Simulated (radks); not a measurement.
Species: Yb3+. Configuration: [Xe] 4f13 (the NIST ground configuration). Calculated with a radial shooting solver on a logarithmic mesh with Libxc functionals: scalar-relativistic Kohn-Sham, r2SCAN, spin-polarised, spherical densities, finite nucleus; open shells are filled with parallel spins first (spin-orbit coupling, left out, can overturn this in heavy ions); meta-GGA in the generalised Kohn-Sham scheme; Fermi nuclear charge, rms radius 5.3108 fm.

Local quantities along the radius. ELF = 1/(1 + alpha^2) is the electron localisation function; alpha = (tau - tau_W)/tau_unif compares the Pauli kinetic energy density with that of the uniform gas (summed over spins); 4 pi r^2 rho is in e/bohr. tau is taken from the large components.

r (bohr),ELF,alpha,4 pi r^2 rho
0.001083,0.999,0.02389,6.829
0.001433,0.999,0.02525,10.52
0.001881,0.999,0.02746,15.77
0.002488,0.999,0.03113,23.43
0.003292,0.999,0.03706,33.86
0.004356,0.998,0.04688,47.17
0.005718,0.996,0.06337,62.18
0.007566,0.991,0.09486,77.76
0.01001,0.975,0.1591,89.96
0.01314,0.920,0.2959,94.84
0.01739,0.728,0.6110,91.49
0.023,0.426,1.161,84.91
0.03019,0.333,1.416,86.38
0.03995,0.512,0.9772,103.1
0.05286,0.720,0.6232,123.6
0.06994,0.699,0.6564,123.2
0.0918,0.432,1.146,103.2
0.1215,0.380,1.278,98.55
0.1607,0.668,0.7050,114.0
0.2109,0.695,0.6620,98.95
0.2791,0.297,1.537,60.64
0.3693,0.427,1.158,58.20
0.4847,0.712,0.6367,64.75
0.6414,0.585,0.8415,43.78
0.8486,0.345,1.378,22.70
1.123,0.468,1.065,14.15
1.474,0.604,0.8099,8.115
1.95,0.426,1.161,2.807
2.58,0.086,3.260,0.4956
3.387,0.003,17.43,0.04232
4.481,0.000,210.8,0.001326

On this mesh the ELF has minima near r = 0.030, 0.11, 0.32, 0.85 bohr, which separate the shells, and maxima near 0.061 (0.74), 0.18 (0.73), 0.48 (0.71), 1.5 (0.60).
